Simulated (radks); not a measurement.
Q: These are the eigenvalues of the occupied orbitals of an atom or ion with whole-number occupations (eV). Calculated with a radial shooting solver on a logarithmic mesh with Libxc functionals: scalar-relativistic Kohn-Sham, LDA (Slater exchange, Perdew-Wang correlation), spin-polarised, spherical densities, finite nucleus; Fermi nuclear charge, rms radius of each element as measured or else 0.836 A^(1/3) + 0.57 fm.

| orbital | eigenvalue |
|---|---|
| 1s up | -59292.52 |
| 1s down | -59275.95 |
| 2s up | -12956.48 |
| 2s down | -12941.45 |
| 2p up | -11936.44 |
| 2p down | -11919.95 |
| 3s up | -5182.756 |
| 3p up | -4876.085 |
| 4s up | -2746.781 |

Which element is it, and in what charge state? The configuration may be excited. Open shells, if any, are filled with parallel spins first.

A: Z = 67, holmium, charge +52: Ho52+ in [Ne] 3s1 3p3 4s1. The list shows which subshells hold electrons but not how many an open one holds; the 1s level, -2179 hartree, gives Z - s = 66.0 by -(Z - s)^2/2, which with screening and relativity narrows Z to a few neighbours, and the depths of the outer levels then fix element, charge and occupations together.
